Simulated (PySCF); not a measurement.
Ga(H)(Br)(vinyl) (C2H4BrGa), SMILES C=[CH][GaH][Br]. Geometry optimised at PBE-D3(BJ)/def2-SVP. One conformer was computed; it need not be the lowest.

Computed equilibrium geometry at PBE-D3(BJ)/def2-SVP (PySCF confirms it by a frequency run) as bond lengths and angles, and its point group (one conformer of several):
point group Cs.
Atoms: Ga1 H2 Br3 C4 C5 H6 H7 H8. Bonds (Å): Ga1–H2 1.572, Ga1–Br3 2.319, Ga1–C4 1.950, C4–C5 1.350, C4–H6 1.105, C5–H7 1.106, C5–H8 1.105. Bond angles (°): H2–Ga1–Br3 116.3, H2–Ga1–C4 126.7, Br3–Ga1–C4 117.0, Ga1–C4–C5 120.6, Ga1–C4–H6 120.2, C5–C4–H6 119.2, C4–C5–H7 122.3, C4–C5–H8 122.2, H7–C5–H8 115.5.
Charge 0, spin multiplicity 1.
